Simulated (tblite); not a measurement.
A geometry optimisation, step by step.

Species: C7H10F3P.
SMILES with atom numbers: `[CH3:1][C:2]1=[C:3]([C:4]([F:5])([F:6])[F:7])[P:8]([CH3:9])[CH2:10][CH2:11]1` (hydrogens: H12, H13, H14 on C1; H15, H16, H17 on C9; H18, H19 on C10; H20, H21 on C11)

Computed with GFN2-xTB (tblite), gas phase: L-BFGS steps from a force-field or distance-geometry start until the largest atomic force falls under 0.01 eV/Å. 4 of its 156 geometries are shown.

Step 0: E = -1001.4878 eV, largest atomic force 1.045 eV/Å
```
atom  x, y, z in Å  |  force x, y, z in eV/Å
C1     -2.364   -0.138    0.319   -0.542   0.215   0.270
C2     -0.946   -0.178   -0.127    0.354   0.541   0.222
C3     -0.093    0.864   -0.263    0.185  -0.982  -0.203
C4     -0.313    2.355   -0.095   -0.021  -1.025   0.203
F5      0.060    3.050   -1.179   -0.021  -0.095   0.217
F6      0.413    2.828    0.953   -0.228  -0.036  -0.373
F7     -1.601    2.692    0.157    0.480   0.095  -0.098
P8      1.624    0.242   -0.780   -0.243   0.861  -0.315
C9      2.339   -0.036    0.890   -0.228   0.253   0.825
C10     0.935   -1.446   -1.134   -0.145  -0.017  -0.130
C11    -0.379   -1.565   -0.372   -0.010   0.228   0.273
H12    -2.529   -0.806    1.176    0.180   0.049  -0.298
H13    -3.031   -0.463   -0.484    0.142  -0.049   0.047
H14    -2.696    0.857    0.629    0.167  -0.203  -0.116
H15     3.252   -0.609    0.812    0.221  -0.102  -0.157
H16     2.582    0.928    1.363   -0.071  -0.230  -0.281
H17     1.655   -0.561    1.564   -0.009   0.019  -0.137
H18     0.739   -1.518   -2.215    0.126   0.102   0.201
H19     1.635   -2.245   -0.874    0.015   0.187  -0.017
H20    -0.208   -2.062    0.599   -0.184   0.196  -0.226
H21    -1.082   -2.172   -0.938   -0.169  -0.008   0.091
```

Step 52: E = -1001.6605 eV, largest atomic force 0.173 eV/Å
```
atom  x, y, z in Å  |  force x, y, z in eV/Å
C1     -2.365   -0.111    0.365    0.003   0.007  -0.034
C2     -0.951   -0.214   -0.089   -0.097   0.079   0.007
C3     -0.090    0.782   -0.306   -0.038   0.013   0.051
C4     -0.274    2.239   -0.071    0.017  -0.120  -0.071
F5      0.391    2.976   -0.975    0.050  -0.011  -0.117
F6      0.222    2.617    1.126   -0.021   0.011   0.171
F7     -1.542    2.677   -0.098   -0.066   0.019  -0.016
P8      1.579    0.270   -0.869    0.072   0.032  -0.084
C9      2.314    0.070    0.823    0.023  -0.021  -0.110
C10     0.912   -1.459   -1.112    0.051   0.030   0.037
C11    -0.409   -1.591   -0.357   -0.135   0.085   0.008
H12    -2.588   -0.901    1.075   -0.018  -0.086   0.047
H13    -3.024   -0.230   -0.492   -0.060  -0.071  -0.080
H14    -2.593    0.845    0.816    0.025   0.117   0.103
H15     3.296   -0.379    0.712    0.120  -0.038   0.020
H16     2.424    1.049    1.277    0.047   0.132   0.050
H17     1.692   -0.552    1.456   -0.092  -0.083   0.087
H18     0.765   -1.612   -2.182   -0.048   0.032  -0.060
H19     1.650   -2.183   -0.781    0.116  -0.120   0.032
H20    -0.281   -2.101    0.601    0.071   0.011   0.036
H21    -1.137   -2.175   -0.920   -0.020  -0.017  -0.076
```

Step 103: E = -1001.7119 eV, largest atomic force 0.036 eV/Å
```
atom  x, y, z in Å  |  force x, y, z in eV/Å
C1     -2.353   -0.076    0.428   -0.002   0.001   0.005
C2     -0.955   -0.232   -0.061    0.002   0.002  -0.015
C3     -0.083    0.753   -0.286    0.009   0.001   0.009
C4     -0.333    2.197   -0.059   -0.021  -0.002   0.027
F5      0.727    2.942   -0.410   -0.010   0.000  -0.010
F6     -0.581    2.496    1.237    0.000  -0.010  -0.003
F7     -1.387    2.680   -0.745    0.005   0.008  -0.014
P8      1.559    0.252   -0.922    0.025  -0.012  -0.023
C9      2.405    0.116    0.724    0.009  -0.005   0.027
C10     0.899   -1.492   -1.094   -0.005  -0.001  -0.001
C11    -0.431   -1.610   -0.341    0.005   0.005  -0.004
H12    -2.661   -0.960    0.983   -0.004  -0.006   0.018
H13    -3.023    0.039   -0.424   -0.011   0.004  -0.009
H14    -2.461    0.801    1.060   -0.004   0.013  -0.004
H15     3.355   -0.396    0.583   -0.008   0.013   0.005
H16     2.603    1.121    1.095    0.006  -0.016  -0.009
H17     1.793   -0.424    1.444    0.008  -0.002  -0.006
H18     0.744   -1.672   -2.161    0.001   0.010   0.007
H19     1.641   -2.211   -0.748   -0.007   0.012  -0.002
H20    -0.303   -2.128    0.615    0.000  -0.008  -0.013
H21    -1.162   -2.178   -0.920    0.002  -0.007   0.016
```

Step 155: E = -1001.7161 eV, largest atomic force 0.009 eV/Å
```
atom  x, y, z in Å  |  force x, y, z in eV/Å
C1     -2.353   -0.077    0.420   -0.001  -0.001   0.004
C2     -0.950   -0.220   -0.058    0.001   0.004  -0.003
C3     -0.077    0.767   -0.274   -0.003   0.008  -0.002
C4     -0.331    2.212   -0.056   -0.002   0.005   0.006
F5      0.749    2.951   -0.353   -0.001  -0.004   0.000
F6     -0.644    2.511    1.225   -0.001  -0.001  -0.004
F7     -1.344    2.703   -0.798    0.000  -0.001   0.003
P8      1.571    0.266   -0.904   -0.005  -0.002  -0.001
C9      2.397    0.068    0.747    0.002   0.002   0.002
C10     0.885   -1.460   -1.131    0.001  -0.005   0.000
C11    -0.412   -1.595   -0.328   -0.001  -0.001  -0.003
H12    -2.566   -0.829    1.179   -0.002   0.003   0.000
H13    -3.036   -0.240   -0.413    0.003  -0.002   0.005
H14    -2.544    0.910    0.832    0.004  -0.003  -0.005
H15     3.350   -0.436    0.597    0.000  -0.003   0.001
H16     2.591    1.057    1.158    0.002   0.004   0.001
H17     1.779   -0.501    1.439    0.002   0.002  -0.001
H18     0.678   -1.580   -2.196    0.007  -0.001   0.000
H19     1.631   -2.205   -0.855   -0.001  -0.004   0.001
H20    -0.235   -2.089    0.632    0.004  -0.002  -0.002
H21    -1.147   -2.196   -0.865   -0.008   0.002  -0.001
```

Task: Summarise the path.

Result: The energy falls by 0.2283 eV from step 0 to step 155; nine tenths of that is first reached at step 69. It rises by more than 0.2 meV at step 52. The largest force goes from 1.045 to 0.009 eV/Å. Among the bonds C3–P8 changes most, from 1.898 to 1.834 Å; the atoms move by 0.429 Å rms after alignment.

Task: Follow the three bonds and two angles with the largest change from start to end.

Result: 
```tsv
step	E above end (eV)	largest force (eV/Å)	C3–P8 (Å)	C3–C4 (Å)	P8–C9 (Å)	C2–C3–P8 (°)	C2–C3–C4 (°)
0	0.2283	1.045	1.898	1.517	1.838	110.2	130.8
7	0.0803	0.159	1.851	1.486	1.856	115.2	128.4
13	0.0702	0.084	1.844	1.483	1.859	115.5	129.1
20	0.0654	0.026	1.844	1.484	1.858	115.7	130.1
27	0.0642	0.033	1.844	1.484	1.858	115.6	130.3
34	0.0627	0.032	1.842	1.484	1.858	115.7	130.2
40	0.0620	0.023	1.843	1.483	1.858	115.8	130.0
47	0.0601	0.073	1.843	1.484	1.857	115.7	129.7
54	0.0503	0.092	1.836	1.486	1.856	115.5	128.6
61	0.0382	0.086	1.836	1.483	1.860	116.1	126.9
67	0.0269	0.122	1.836	1.485	1.857	116.3	126.4
74	0.0170	0.053	1.831	1.483	1.859	116.5	125.7
81	0.0121	0.042	1.830	1.482	1.858	116.4	125.1
88	0.0100	0.031	1.831	1.483	1.858	116.4	125.1
94	0.0083	0.058	1.830	1.483	1.856	116.4	125.3
101	0.0050	0.062	1.832	1.483	1.856	116.3	125.5
108	0.0038	0.016	1.833	1.483	1.857	116.2	125.4
115	0.0035	0.018	1.833	1.483	1.858	116.3	125.4
121	0.0026	0.023	1.833	1.483	1.857	116.3	125.2
128	0.0023	0.011	1.833	1.483	1.857	116.2	125.4
135	0.0016	0.033	1.834	1.483	1.857	116.2	125.6
142	0.0009	0.021	1.834	1.483	1.858	116.1	125.7
148	0.0005	0.020	1.834	1.483	1.857	116.1	125.8
155	0.0000	0.009	1.834	1.483	1.857	116.2	125.7
```

The cost below is that of the whole relaxation. On Arm Neoverse V2, one thread, no GPU, on a shared host, this took 1.1 s.
